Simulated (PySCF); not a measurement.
## Low-lying terms of Ga³⁺ (gallium, charge +3)

Ground state [Ar] 3d10, ¹S. Calculation: PySCF 2.14, in aug-cc-pVTZ-PP with one added diffuse shell each of s, d, f type with ECP10MDF (7s5p5d3f, 68 functions); scalar relativity through the core potential. Vertical excitation energies in eV without spin-orbit coupling; excited terms of each kind are numbered among those the solver found. Frozen: 3s2 3p6.

```csv
term,leading excitation,EOM-EE-CCSD
1 3D,3d → s,18.546
1 1D,3d → s,19.157
1 3P°,3d → p,27.730
1 3F°,3d → p,28.157
1 1F°,3d → p,28.465
1 1D°,3d → p,28.902
1 3D°,3d → p,28.905
1 1P°,3d → p,29.117
1 3G,3d → d,40.842
1 1G,3d → d,40.938
1 3F,3d → d,41.203
1 1F,3d → d,41.214
2 3D,3d → s,42.095
2 1D,3d → s,42.254
```

The solver can miss terms.
